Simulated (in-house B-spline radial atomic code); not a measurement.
## RPA and G0W0 on Hartree-Fock: Br-

Configuration [Ar] 3d10 4s2 4p6, mean-field start Hartree-Fock. Computed with an all-electron radial atomic-structure program (B-spline basis): all electrons, scalar-relativistic (spin-free one-electron X2C), finite nucleus, each spin shell either full or empty, empty states to l = 9 with an (l + 1/2)⁻⁴ tail; G0W0 by contour deformation at full frequency.

The anion's configuration is assumed.

Command:
```bash
python run_gw.py task.json out
```
Settings (radii: box in bohr, nucleus in fm):
```
Z                        35
electrons                36
configuration            [Ar] 3d10 4s2 4p6
hamiltonian              x2c
method                   hf
lmax                     9
rms_radius               4.1629
spin_polarised           False
box_radius               60
intervals                74
```

Time taken, with all properties: 5 s on 1 thread of Arm Neoverse N1, with other jobs on the host.

Energies (hartree):

```tsv
term	value
mean-field total	-2604.58974
Hartree-Fock functional on these orbitals	-2604.58974
direct second order	-2.6784
second-order exchange	0.77867
SOSEX correction	0.72521
```

Problem. What is the RPA correlation energy, and what remains with SOSEX?

Solution. RPA gives -2.3689 hartree (-1.79 eV per electron); RPA + SOSEX gives -1.6437, and the second-order doubles (MP2) -1.8997 hartree. RPA lacks exchange-type terms and so overcorrelates at short range.

Quasi-particle levels (eV):

| level | occupied | mean field | Σx - vxc | Σc | QP weight | G0W0 |
| --- | --- | --- | --- | --- | --- | --- |
| 4p | yes | -3.744 | 0.00 | ? | ? | ? |

G0W0 = mean field + (Σx - vxc) + Σc, with Σc (partial-wave tail included) taken at the quasi-particle energy. Only the outer levels were computed. Levels of low weight are left out.

Problem. Where does G0W0 put 4p?

Solution. At -3.934 eV, with Σc = -0.19 eV and a quasi-particle weight of 0.916. The tabulated removal energy is 3.364 eV (electron affinity of the neutral atom); the calculation leaves out spin-orbit coupling, Breit and QED terms, and what these don't explain is the method's own error.
